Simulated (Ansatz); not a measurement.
Geometry optimisation of Al₂Ga.

```yaml
crystal:
  periodic: [false, false, false]
  atoms:
    - {symbol: Al, position_ang: [1.182177, -0.879177, 0.002364]}
    - {symbol: Al, position_ang: [-0.834283, 0.161435, 1.203106]}
    - {symbol: Ga, position_ang: [-0.347894, 0.717752, -1.205470]}
basis:
  gaussian: {orbitals: def2-TZVP}
magnetization: {spin_polarized: true, initial_magnetization: 3}
hamiltonian: {xc: {name: B3LYP}, dispersion: d4}
scf: {lower_state_search: "off"}
output: {orbitals: {seedname: orbitals}}
relax: {f_tol: 0.02, max_steps: 100}
```

```sh
$ ansatz run in.yaml --threads 2 --pin off --events-out ev --progress --plain --max-ram 4352MiB
```

It prints (some lines left out):

```
Functional definition: B3LYP
mean field -65572.42396533 eV, -2409.7421341405 hartree, gradient 3.0e-6 eV, S^2 3.758657; 0 other end points of the search recorded, 0 dependent functions left out
relax step   1: F+E_penalty+E_count = -65572.60684819 eV  Δ(F+E_penalty+E_count) = +0.000e0 eV  max|allowed force component| = 1.009e0 eV/Å  Δτ_max = 0.0000 Å  (24 SCF iters, accepted)
mean field -65572.59683380 eV, -2409.7484869396 hartree, gradient 2.6e-6 eV, S^2 3.756722; 0 other end points of the search recorded, 0 dependent functions left out
relax step   2: F+E_penalty+E_count = -65572.78170338 eV  Δ(F+E_penalty+E_count) = -1.749e-1 eV  max|allowed force component| = 3.154e-1 eV/Å  Δτ_max = 0.1166 Å  (31 SCF iters, accepted)
mean field -65572.63766143 eV, -2409.7499873275 hartree, gradient 3.9e-6 eV, S^2 3.755771; 0 other end points of the search recorded, 0 dependent functions left out
relax step   3: F+E_penalty+E_count = -65572.83903939 eV  Δ(F+E_penalty+E_count) = -5.734e-2 eV  max|allowed force component| = 2.322e-1 eV/Å  Δτ_max = 0.0970 Å  (26 SCF iters, accepted)
mean field -65572.61384754 eV, -2409.7491121831 hartree, gradient 9.3e-7 eV, S^2 3.754889; 0 other end points of the search recorded, 0 dependent functions left out
relax step   4: F+E_penalty+E_count = -65572.86861288 eV  Δ(F+E_penalty+E_count) = -2.957e-2 eV  max|allowed force component| = 1.910e-1 eV/Å  Δτ_max = 0.1955 Å  (27 SCF iters, accepted)
mean field -65572.63718104 eV, -2409.7499696735 hartree, gradient 1.7e-6 eV, S^2 3.755213; 0 other end points of the search recorded, 0 dependent functions left out
relax step   5: F+E_penalty+E_count = -65572.88485027 eV  Δ(F+E_penalty+E_count) = -1.624e-2 eV  max|allowed force component| = 3.952e-2 eV/Å  Δτ_max = 0.0918 Å  (23 SCF iters, accepted)
mean field -65572.63457092 eV, -2409.7498737533 hartree, gradient 1.1e-6 eV, S^2 3.755120; 0 other end points of the search recorded, 0 dependent functions left out
relax step   6: F+E_penalty+E_count = -65572.88558413 eV  Δ(F+E_penalty+E_count) = -7.339e-4 eV  max|allowed force component| = 2.735e-2 eV/Å  Δτ_max = 0.0214 Å  (25 SCF iters, accepted)
mean field -65572.63585192 eV, -2409.7499208291 hartree, gradient 2.1e-6 eV, S^2 3.755136; 0 other end points of the search recorded, 0 dependent functions left out
relax step   7: F+E_penalty+E_count = -65572.88578931 eV  Δ(F+E_penalty+E_count) = -2.052e-4 eV  max|allowed force component| = 2.210e-3 eV/Å  Δτ_max = 0.0058 Å  (17 SCF iters, accepted)
Total energy: -65572.88598516 eV, -2409.7591130562 hartree
Atom 0 at     1.428275    -0.988804    -0.189781 Å, force     0.000636    -0.000809     0.000884 eV/Å
Atom 1 at    -1.102931     0.317331     1.317783 Å, force    -0.000032    -0.000482     0.001326 eV/Å
Atom 2 at    -0.325344     0.671483    -1.128001 Å, force    -0.000604     0.001291    -0.002210 eV/Å
Dipole moment:     0.021096    -0.043534     0.073126 e Å
Checks for a lower state left out: stability, starts, cluster_reference, orbital_swaps, neighbouring_geometries, increment
```

Hardware: 2 threads of Intel Xeon 6975P-C on a shared host. Wall time 22 s.

At B3LYP-D4/def2-TZVP a doublet of charge 0 lies 0.06 eV below the quartet, each at its own geometry. The structure comes from a short search, and lower isomers may exist.
